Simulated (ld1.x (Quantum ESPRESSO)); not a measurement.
**PBE TM dataset for Tc (Z = 43), scalar-relativistic all-electron reference.**

| Item | Value |
| --- | --- |
| Element | technetium |
| Generator | ld1.x (Quantum ESPRESSO) 7.5 |
| Type | norm-conserving Troullier–Martins (Kleinman–Bylander form) |
| Functional | PBE |
| Relativity | scalar-relativistic |
| Frozen core | [Ar] 3d10 |
| Valence charge | 15 |
| Reference configuration | 4s2 4p6 4d5 5s2 5p0 |
| Partial waves | 4p (bound): rc 2.05 bohr; 4d (bound): rc 2.20 bohr; 4s (bound): rc 1.30 bohr |
| Local potential | the s channel |
| Core correction | none |

Occupied shells without a wave of their own: 5s. They enter only through the test configuration that unscreens the potential.

All-electron outer shells of the reference configuration (PBE, scalar-relativistic, ld1.x):

```csv
shell,level (eV),outermost node (bohr),outermost maximum (bohr)
3p,-415.98,0.16,0.36
3d,-249.88,–,0.31
4s,-73.38,0.50,0.95
4p,-45.34,0.51,1.03
4d,-6.66,0.50,1.27
5s,-5.04,1.28,2.72
5p,-1.40,1.45,3.67
```

Problem. Estimate the cutoffs (Ry, on a coarse ladder) from which the occupation-weighted sum of valence levels, in a spherical-Bessel basis at the reference potential, stays within 10 and 1 mRy of its value at 400 Ry.

Solution. 90 Ry and 160 Ry.

Problem. What does a ghost test show?

Solution. No extra level below or beside the all-electron valence levels (p, d, s, f tested).

Problem. Which valence shell sets the plane-wave cutoff?

Solution. 4s: its level needs 120 Ry to come within 1 mRy, against 80 Ry for 5s.

Problem. Tests: 4s2 4p6 4d5 5s1 5p0; 4s2 4p6 4d5 5s0 5p0; 4s2 4p6 4d4 5s0 5p0; 4s2 4p6 4d6 5s1 5p0; 4s2 4p6 4d5.5 5s1.5 5p0; 4s2 4p6 4d5 5s0 5p2; 4s2 4p5 4d5 5s2 5p0. Which has the largest error in its energy relative to the reference configuration, and how large is it?

Solution. 4s2 4p6 4d4 5s0 5p0, with -1018 meV (all-electron minus pseudo) on +51.71 eV.
